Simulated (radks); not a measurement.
Br, configuration [Ar] 3d9.75 4s2 4p5 5p0.25 (fractional occupations, a model configuration). All-electron calculation, Dirac Kohn-Sham, PBEsol, spin-unpolarised, spherical densities, finite nucleus; open shells fill j = l - 1/2 first; Fermi nuclear charge, rms radius 4.1629 fm. Program: a radial shooting solver on a logarithmic mesh with Libxc functionals.

Radial electron density D(r) = 4 pi r^2 rho(r):

r (bohr),D(r) (e/bohr)
0.008597,16.63
0.01009,20.42
0.01193,24.85
0.014,29.34
0.01643,33.81
0.01944,38.07
0.02281,41.27
0.02677,43.20
0.03167,43.52
0.03716,42.24
0.04361,39.87
0.05159,37.22
0.06054,35.82
0.07105,36.61
0.08405,40.15
0.09863,45.21
0.1157,49.83
0.1369,51.52
0.1607,48.55
0.1886,41.73
0.223,33.59
0.2617,28.64
0.3096,28.50
0.3634,31.79
0.4264,34.66
0.5044,33.61
0.5919,28.10
0.6946,20.26
0.8217,12.71
0.9643,8.034
1.132,5.879
1.339,5.158
1.571,4.747
1.843,4.016
2.181,2.917
2.559,1.846
3.003,0.9976
3.552,0.4388
4.169,0.1704
4.892,0.05874
5.787,0.02162
6.791,0.01500
8.033,0.01755
9.427,0.02107
11.06,0.02308
13.09,0.02124
15.36,0.01476
18.02,0.007974
21.32,0.003210
25.02,0.001004
29.36,0.0002241

D(r) has 4 maxima, at r = 0.0299, 0.134, 0.447, 11.3 bohr, and minima at 0.0625, 0.286, 6.79 bohr, inside which lie 2.09, 11.03, 34.77 electrons.
